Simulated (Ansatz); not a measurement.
A nudged elastic band was laid between two geometries of C$_{2}$H$_{7}$BGeO (12 atoms, charge 0, multiplicity 1).

All numbers below come from RKS PBE/def2-SVP in Ansatz 0.2.0.

```
movable images  : 9
climbing image  : yes
spring          : 5.0 eV/Å²
optimiser       : quadratic models (default)
start path      : through a guess of the saddle point
force threshold : 0.05 eV/Å
iteration limit : 46
end points      : relaxed
```

First end point:

```xyz
12
Properties=species:S:1:pos:R:3
B -1.430 0.679 -0.372
C -0.367 0.281 0.638
C 1.107 0.738 0.567
O 1.807 -0.317 -0.146
Ge 0.309 -1.305 -0.483
H -2.560 0.227 -0.280
H -1.136 1.358 -1.343
H -0.682 -0.154 1.607
H 1.214 1.697 0.013
H 1.552 0.870 1.578
H 0.273 -2.676 0.247
H -0.010 -1.455 -1.994
```

Last end point:

```xyz
12
Properties=species:S:1:pos:R:3
B -1.103 0.994 -0.427
C -0.784 -0.217 0.642
C 0.220 0.917 0.421
O 1.399 0.237 -0.349
Ge 0.317 -1.478 -0.273
H -1.942 1.816 -0.090
H -1.009 0.723 -1.624
H -1.265 -0.429 1.610
H 0.635 1.555 1.219
H 2.170 0.164 0.252
H 1.337 -2.458 0.407
H 0.102 -1.880 -1.754
```

Q: What changes between the two ends?

A: Bonds broken: C3–H10. Bonds formed: B1–C3, O4–H10.

Q: What energy profile does the band end with?

A: The run converged. The highest image is number 7 of 0 to 10, 3.16 eV above the first end and 1.56 eV above the last; the last end lies 1.60 eV above the first. Neighbouring images differ by up to 1.6 eV, so the band resolves the path poorly. A vibrational analysis at the climbing image gives one clearly imaginary mode, 1197i cm⁻¹: a first-order saddle point. The orbitals stay closed-shell, which can raise the energy where a bond breaks towards radicals; this wasn't checked here.

```csv
image,path coordinate (Å),energy (eV),C3–H10 (Å),B1–C3 (Å),O4–H10 (Å)
0,0.00,0.00,1.11,2.71,2.11
1,0.59,0.05,1.11,2.67,2.11
2,1.19,0.19,1.11,2.61,2.12
3,1.78,0.30,1.11,2.48,2.12
4,2.37,0.34,1.11,2.27,2.13
5,2.96,0.43,1.11,2.15,2.09
6,3.56,1.56,1.11,2.06,1.70
7,4.15,3.16,1.39,1.94,1.12
8,4.66,2.65,1.79,1.66,0.98
9,5.18,1.78,2.01,1.56,0.98
10,5.69,1.60,2.10,1.57,0.98
```

Q: What is the geometry of the highest image?

A: 
```xyz
12
Properties=species:S:1:pos:R:3
B -1.177 0.930 -0.339
C -0.709 -0.236 0.579
C 0.446 0.765 0.716
O 1.582 0.077 -0.373
Ge 0.458 -1.481 -0.357
H -1.918 1.782 0.123
H -0.835 0.986 -1.508
H -1.217 -0.530 1.514
H 0.305 1.828 0.379
H 1.755 0.288 0.710
H 1.221 -2.596 0.412
H 0.167 -1.869 -1.824
```

The run took 6.2 min on 2 threads of AMD EPYC 7R13 Processor (Zen 3), with other jobs on the host, peak memory 0.2 GiB.
